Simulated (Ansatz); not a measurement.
A nudged elastic band was laid between two geometries of CH6Ge + H2 (10 atoms, charge 0, multiplicity 1).

All numbers below come from RKS B3LYP-D4/def2-SVP (Ansatz).

```yaml
movable_images: 7
climbing_image: yes
spring: 5.0 eV/Å²
optimiser: quadratic models (default)
start_path: through a guess of the saddle point
force_threshold: 0.05 eV/Å
iteration_limit: 60
end_points: relaxed
```

Initial state:

```xyz
10
Properties=species:S:1:pos:R:3
Ge -0.135 0.324 0.171
C -0.184 0.381 2.136
H -1.225 0.380 2.492
H 0.333 -0.495 2.555
H 0.312 1.292 2.503
H 1.325 0.328 -0.333
H -0.865 1.551 -0.420
H -0.830 -0.955 -0.347
H 0.974 -2.832 0.840
H 1.536 -2.881 1.351
```

Final state:

```xyz
10
Properties=species:S:1:pos:R:3
Ge -0.056 -0.437 -0.796
C 0.303 -0.144 2.987
H -0.784 -0.033 2.874
H 0.569 -0.099 4.052
H 0.813 0.668 2.448
H 1.258 0.336 -0.579
H -1.221 0.344 -0.163
H -0.309 -0.603 -2.306
H 0.050 -1.825 -0.140
H 0.617 -1.112 2.572
```

(1) What changes between the two ends?

(2) What energy profile does the band end with?

(3) What is the geometry of the highest image?

## Answers

(1) Bonds broken: Ge1–C2, H9–H10. Bonds formed: Ge1–H9, C2–H10. CH6Ge + H2 becomes CH4 + GeH4.

(2) The forces met the threshold. The highest image is number 3 of 0 to 8, 3.36 eV above the first end and 3.88 eV above the last; the last end lies 0.52 eV below the first. Neighbouring images differ by up to 2.7 eV, so the band resolves the path poorly. A vibrational analysis at the climbing image gives one clearly imaginary mode, 1964i cm⁻¹: a first-order saddle point. The orbitals stay closed-shell, which can raise the energy where a bond breaks towards radicals; this wasn't checked here.

```
image  path coordinate (Å)  energy (eV)  Ge1–C2 (Å)  H9–H10 (Å)  Ge1–H9 (Å)
    0                 0.00         0.00        1.97        0.76        3.41
    1                 0.98         0.05        1.97        0.76        3.08
    2                 1.96         0.69        2.02        0.76        2.45
    3                 2.95         3.36        2.33        1.15        1.91
    4                 3.86         0.79        2.86        1.57        1.58
    5                 4.77        -0.30        3.37        1.89        1.54
    6                 5.69        -0.50        3.88        2.48        1.54
    7                 6.60        -0.51        3.95        2.79        1.54
    8                 7.52        -0.52        3.81        2.86        1.54
```

(3) 
```xyz
10
Properties=species:S:1:pos:R:3
Ge 0.084 -0.255 -0.026
C 0.015 -0.046 2.297
H -1.074 0.053 2.409
H 0.404 -0.699 3.103
H 0.510 0.933 2.360
H 1.438 0.064 -0.685
H -0.688 1.125 0.044
H -0.897 -1.224 -0.717
H 0.920 -1.807 0.697
H 0.528 -1.049 1.466
```

The run took 5.4 min on 2 threads of Arm Neoverse V1, with other jobs on the host, peak memory 0.17 GiB.
